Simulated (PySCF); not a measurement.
Compound: C₆H₁₁F.
SMILES with atom numbers: `[CH2:1]=[CH:2][C@@H:3]([F:4])[CH2:5][CH2:6][CH3:7]` (hydrogens: H8, H9 on C1; H10 on C2; H11 on C3; H12, H13 on C5; H14, H15 on C6; H16, H17, H18 on C7)

Level of theory: TDDFT B3LYP/def2-SVPD, vertical, gas phase, core orbitals frozen in the response (PySCF 2.14.0, density-fitted response routines). One conformer (not necessarily the lowest) at the GFN2-xTB geometry, without solvent, vibrations or thermal averaging. Torsions of this conformer, `[CH2:1]=[CH:2][C@@H:3]([F:4])[CH2:5][CH2:6][CH3:7]`: C1–C2–C3–F4 -4°, C2–C3–C5–C6 176°, C3–C5–C6–C7 180°.

Kohn–Sham orbitals with the atoms that hold most of them (Löwdin shares over 4%, at most four atoms; ? is withheld):

| orbital | ε (eV) | atoms |
| --- | --- | --- |
| LUMO+2 | 0.85 | C7 17%, C1 12%, C2 11%, H10 8% |
| LUMO+1 | 0.50 | C7 14%, C5 10%, C6 10%, H13 9% |
| LUMO | ? | ? |
| HOMO | -7.43 | C1 37%, C2 34%, C3 8%, C5 5% |
| HOMO-1 | -8.92 | ? |
| HOMO-2 | -9.25 | C6 23%, H15 14%, C5 14%, C7 12% |
| HOMO-3 | -9.30 | C6 19%, F4 15%, C5 15%, C7 11% |

(1) Give the leading atoms of the HOMO-1.

(2) Which atoms hold the LUMO, and with what shares?

(3) What is the LUMO energy, and the HOMO–LUMO gap?

Results:

(1) C3 (bonded to 2 C, F and H) 16%; F4 (bonded to C) 15%; C2 (bonded to 2 C and H) 14%; C5 (bonded to 2 C and 2 H) 12%. By element: carbon 42% or more, fluorine 15%.

(2) C1 (bonded to C and 2 H) 35%; C2 (bonded to 2 C and H) 33%; H8 (bonded to C) 6%; H9 (bonded to C) 6%. By element: carbon 69% or more, hydrogen 12% or more.

(3) ε(LUMO) = -0.06 eV; the gap is 7.37 eV (0.2710 hartree).

Problem. How does S1 compare with the orbital gap of 7.37 eV?

Solution. S1 is at 7.03 eV (f = 0.048), 0.34 eV below the gap, made of HOMO→LUMO+1 (69%), HOMO→LUMO+2 (21%), HOMO→LUMO (9%). Its leading pair isn't HOMO and LUMO; the energies of that pair differ by 7.94 eV. Without the coupling terms of the response equations the lowest excitation would equal the gap.

Problem. Give energy, strength and leading configuration of S2 and S4, and follow the Löwdin shares of the leading atoms from the occupied to the empty orbital.

Solution. 
- S2 (7.38 eV, f 0.401), HOMO→LUMO (74%): C1 37% → 35%, C2 34% → 33%
- S4 (7.72 eV, f 0.025), HOMO-1→LUMO (78%): C3 16% → at most 6%, F4 15% → at most 6%, C1 at most 12% → 35%, C2 14% → 33%

Time: 53 s wall (grids of density and orbitals included); peak memory 0.87 GiB. Hardware: one thread of an Arm Neoverse V1, no GPU, on a shared host.
